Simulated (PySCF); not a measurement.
## Shifts of the heteroatoms

Bonds (- single, = double, # triple, : aromatic): C1-O2, O2-C3, C3:C4, C4:C5, C5:C6, C6:C7, C7:N8, N8-O9, N8:C3. C1 carries H10, H11, H12; C4 carries H13; C5 carries H14; C6 carries H15; C7 carries H16. Formal charges: N8 +1, O9 -1.

How the numbers were obtained: PBE0/pcSseg-1 with gauge-including orbitals, GFN2-xTB geometry, in PySCF (a single conformation, averaged over atoms made equivalent by symmetry, fast rotation or ring inversion, non-relativistic Hamiltonian, in vacuum).

Q: What are the $^{15}$N shifts?

A: 
| atoms | environment | σ (ppm) | δ (ppm) |
| --- | --- | --- | --- |
| N8 | cationic ring nitrogen | -47.2 | -104.6 |

Shieldings were converted by a linear fit to measured shifts: $^{15}$N (scatter 6.3 ppm rms vs CH3NO2, solution or neat liquid). A few per cent of atoms miss by over 2 rms, more outside the fitted compound classes.

On a 300 MHz spectrometer $^{15}$N resonates near 30.4 MHz, so 1 ppm is 30.4 Hz.

Q: What are the $^{17}$O shifts?

A: 
```tsv
atoms	environment	σ (ppm)	δ (ppm)
O9	oxygen bonded to N	-42.9	305.8
O2	ether oxygen	228.0	59.0
```

Shieldings were converted by a linear fit to measured shifts: $^{17}$O (scatter 10.7 ppm rms, 12.2 ppm with the 3 outliers that the fit left out vs liquid water, solution or neat liquid). A few per cent of atoms miss by over 2 rms, more outside the fitted compound classes.

On a 300 MHz spectrometer $^{17}$O resonates near 40.7 MHz, so 1 ppm is 40.7 Hz.
